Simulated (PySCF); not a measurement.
Isomers of C4H3N. All species are isolated molecules in the gas phase. Strings in code marks are SMILES.

Calculation: M06-2X/def2-TZVP // B3LYP-D3(BJ)/def2-TZVP in PySCF. Delta-SCF ions had no search for a lower state. Excitations are Tamm–Dancoff values on a coarser integration grid. The basis has no diffuse functions, so Rydberg states are missing or too high.

```json
[
 {"species": "`N=c1c2c1C2`", "T1 excitation (TDA) (eV)": "(withheld)", "S1–T1 gap (TDA) (eV)": "1.21", "HOMO (eV)": "-8.28", "dipole moment (D)": "3.43", "vertical ionisation energy (Delta-SCF) (eV)": "9.46"},
 {"species": "`CC#CC#N`", "T1 excitation (TDA) (eV)": "–", "S1–T1 gap (TDA) (eV)": "–", "HOMO (eV)": "-9.59", "dipole moment (D)": "5.27", "vertical ionisation energy (Delta-SCF) (eV)": "10.87"},
 {"species": "`C#CCC#N`", "T1 excitation (TDA) (eV)": "5.77", "S1–T1 gap (TDA) (eV)": "(withheld)", "HOMO (eV)": "-9.83", "dipole moment (D)": "3.72", "vertical ionisation energy (Delta-SCF) (eV)": "11.15"},
 {"species": "`N#CC1=CC1`", "T1 excitation (TDA) (eV)": "(withheld)", "S1–T1 gap (TDA) (eV)": "(withheld)", "HOMO (eV)": "-9.22", "dipole moment (D)": "(withheld)", "vertical ionisation energy (Delta-SCF) (eV)": "(withheld)"},
 {"species": "`N=C=C1C=C1`", "T1 excitation (TDA) (eV)": "(withheld)", "S1–T1 gap (TDA) (eV)": "0.36", "HOMO (eV)": "-6.58", "dipole moment (D)": "3.35", "vertical ionisation energy (Delta-SCF) (eV)": "7.80"},
 {"species": "`C(=CC#N)=C`", "T1 excitation (TDA) (eV)": "4.35", "S1–T1 gap (TDA) (eV)": "1.15", "HOMO (eV)": "-9.41", "dipole moment (D)": "4.45", "vertical ionisation energy (Delta-SCF) (eV)": "10.57"}
]
```

Problem. What belongs in the gaps?

Solution. 
- `N=c1c2c1C2`, T1 excitation (TDA) (eV): 3.33
- `C#CCC#N`, S1–T1 gap (TDA) (eV): 0.49
- `N#CC1=CC1`, T1 excitation (TDA) (eV): 3.82
- `N#CC1=CC1`, S1–T1 gap (TDA) (eV): 1.57
- `N#CC1=CC1`, dipole moment (D): 4.01
- `N#CC1=CC1`, vertical ionisation energy (Delta-SCF) (eV): 10.45
- `N=C=C1C=C1`, T1 excitation (TDA) (eV): 2.91
